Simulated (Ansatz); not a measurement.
System: sum formula H4BSiO2, charge 0, multiplicity 2. It need not be the lowest isomer of its formula. 
Coordinates optimised at B3LYP-D3(BJ)/def2-TZVP (Ansatz, a first-principles code):
```
B
O 1 1.2762
O 1 1.3526 2 144.38
H 3 0.9664 1 113.46 2 0.00
Si 1 2.1467 2 91.99 3 180.00
H 5 1.4747 1 108.51 2 60.79
H 5 1.4747 6 111.73 1 119.59
H 5 1.4879 6 110.16 7 122.78
```
Charge 0, spin multiplicity 2.

Wanted: atomisation energy (electronic, to ground-state atoms), in kcal/mol. Cores are frozen in the correlated levels unless marked. UHF or UKS for open shells. No spin-orbit coupling. No relativistic terms. The coupled-cluster limit lacks core correlation, which all-electron functionals hold. CBS(X,Y): correlation extrapolated as X^-3; Hartree-Fock from the larger set.

```csv
level,program,atomisation energy (kcal/mol),minus last row
HF/6-31G*,Ansatz,480.9,-200.6
BLYP/def2-TZVPD,Ansatz,682.2,0.7
CAM-B3LYP-D4/def2-TZVPD,Ansatz + dftd4,687.2,5.7
CCSD/aug-cc-pV(Q+d)Z,Ansatz,662.9,-18.6
CCSD(T)/cc-pV(D+d)Z,Ansatz,623.6,-57.9
CCSD(T)/cc-pVTZ,Ansatz,660.2,-21.3
"CCSD(T)/CBS(aug-cc-pV(T+d)Z,aug-cc-pV(Q+d)Z)",Ansatz,681.5,0.0
```
